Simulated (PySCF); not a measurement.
Species: BMe2(NH2), C2H8BN.
Bonds: B1–C2, B1–C6, B1–N10. Hydrogens: H3, H4, H5 on C2; H7, H8, H9 on C6; H11, H12 on N10.

Method: PBE0-D3(BJ)/def2-SVP geometry optimisation, gas phase in PySCF 2.14.0; density fitting, grid level 1; the optimiser is geomeTRIC in internal coordinates, started from a GFN2-xTB structure with every atom displaced at random (about 0.03 Å).

The end geometry, which sets the zero of energy:
```
atom  x, y, z in Å
B1     -0.0906   -0.1755    0.0066
C2      1.4929   -0.1990   -0.0067
H3      1.9326   -1.2083   -0.0482
H4      1.8849    0.2990    0.8971
H5      1.8864    0.3780   -0.8604
C6     -0.8721    1.2019   -0.0276
H7     -1.9690    1.1027   -0.0078
H8     -0.6008    1.7727   -0.9322
H9     -0.5745    1.8357    0.8252
N10    -0.8036   -1.3797    0.0547
H11    -0.3566   -2.2869    0.0764
H12    -1.8142   -1.4232    0.0740
```

Problem. These geometries come from the run, each turned onto the end geometry. Order them by energy, lowest first.
A.
```
atom  x, y, z in Å
B1     -0.0924   -0.1851    0.0167
C2      1.4895   -0.1861    0.0405
H3      1.9507   -1.1813   -0.0962
H4      1.8568    0.2199    0.9965
H5      1.8928    0.4827   -0.7389
C6     -0.8533    1.1956   -0.0350
H7     -1.9236    1.1128    0.2256
H8     -0.7824    1.6191   -1.0518
H9     -0.3931    1.9361    0.6362
N10    -0.8230   -1.3831    0.0214
H11    -0.3696   -2.2897    0.0269
H12    -1.8368   -1.4237    0.0092
```
B.
```
atom  x, y, z in Å
B1     -0.0920   -0.1751    0.0091
C2      1.4915   -0.1958    0.0149
H3      1.9291   -1.2026   -0.0755
H4      1.8586    0.2428    0.9595
H5      1.9090    0.4337   -0.7880
C6     -0.8717    1.2021   -0.0258
H7     -1.9590    1.1202    0.1263
H8     -0.7098    1.6802   -1.0086
H9     -0.4705    1.9093    0.7186
N10    -0.8028   -1.3806    0.0315
H11    -0.3540   -2.2874    0.0353
H12    -1.8129   -1.4295    0.0538
```
C.
```
atom  x, y, z in Å
B1     -0.0509   -0.1680    0.0180
C2      1.5196   -0.1957    0.0458
H3      1.9545   -1.2019   -0.1009
H4      1.9222    0.1936    0.9935
H5      1.9461    0.4633   -0.7285
C6     -0.8935    1.1937   -0.0404
H7     -1.9483    1.0555    0.2445
H8     -0.8400    1.6095   -1.0596
H9     -0.4542    1.9454    0.6346
N10    -0.8002   -1.3437    0.0197
H11    -0.4288   -2.2888    0.0323
H12    -1.8111   -1.3458   -0.0079
```
D.
```
atom  x, y, z in Å
B1     -0.0317   -0.2402    0.0170
C2      1.4777   -0.1943    0.0528
H3      1.8570   -1.1802   -0.1063
H4      1.9474    0.1942    1.0105
H5      1.9208    0.4515   -0.7266
C6     -0.9036    1.2239   -0.0526
H7     -1.9062    1.0997    0.2471
H8     -0.8369    1.6274   -1.0731
H9     -0.4489    1.9853    0.6488
N10    -0.8004   -1.3658    0.0199
H11    -0.3801   -2.2726    0.0294
H12    -1.7795   -1.4117   -0.0160
```

Solution. B (0.002 eV), A (0.012 eV), C (0.037 eV), D (0.438 eV).

In the order of the answer:

| step | E above end (eV) | largest force (eV/Å) | rms force component (eV/Å) | rms distance from end (Å) | rms bond change (Å) | bond most changed (Å) |
| --- | --- | --- | --- | --- | --- | --- |
| 7 | 0.002 | 0.06 | 0.018 | 0.088 | 0.001 | C6–H8 +0.001 |
| 2 | 0.012 | 0.34 | 0.092 | 0.148 | 0.003 | B1–C6 -0.007 |
| 1 | 0.037 | 0.75 | 0.226 | 0.161 | 0.007 | B1–C6 +0.018 |
| 0 | 0.438 | 4.67 | 1.183 | 0.164 | 0.050 | B1–C6 +0.121 |

What follows is the cost of the whole optimisation. On one thread, Arm Neoverse V2 (aarch64), on a shared host, this took 22 s and 0.37 GiB of memory at its peak.
